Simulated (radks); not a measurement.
Ionisation of neutral silicon, [Ne] 3s2 3p2, to [Ne] 3s2 3p1 as the strength of local exchange is varied. Calculated with a radial shooting solver on a logarithmic mesh with Libxc functionals: non-relativistic Kohn-Sham, Slater X-alpha exchange (alpha = 2/3 is LDA exchange), no correlation, spin-polarised, spherical densities, point nucleus; open shells are filled with parallel spins first.

alpha = 0.578: E(Si) (hartree) -284.72888; exchange (hartree) -15.93281; IE (eV) 6.668; -e of the level emptied (eV) 3.238 (3p); <r> of it (bohr) 2.935
alpha = 0.667: E(Si) (hartree) -287.19129; exchange (hartree) -18.52227; IE (eV) 7.446; -e of the level emptied (eV) 3.910 (3p); <r> of it (bohr) 2.818
alpha = 0.819: E(Si) (hartree) -291.43867; exchange (hartree) -23.02777; IE (eV) 8.867; -e of the level emptied (eV) 5.173 (3p); <r> of it (bohr) 2.646
alpha = 0.89: E(Si) (hartree) -293.44072; exchange (hartree) -25.16810; IE (eV) 9.570; -e of the level emptied (eV) 5.810 (3p); <r> of it (bohr) 2.576
alpha = 0.899: E(Si) (hartree) -293.69532; exchange (hartree) -25.44103; IE (eV) 9.660; -e of the level emptied (eV) 5.893 (3p); <r> of it (bohr) 2.567
alpha = 0.991: E(Si) (hartree) -296.30849; exchange (hartree) -28.25197; IE (eV) 10.611; -e of the level emptied (eV) 6.768 (3p); <r> of it (bohr) 2.485

NIST Atomic Spectra Database: 8.152 eV (measured). The Delta-SCF value meets it near alpha = 0.74. Open shells are spherical and high-spin; term and fine-structure splittings are not resolved.
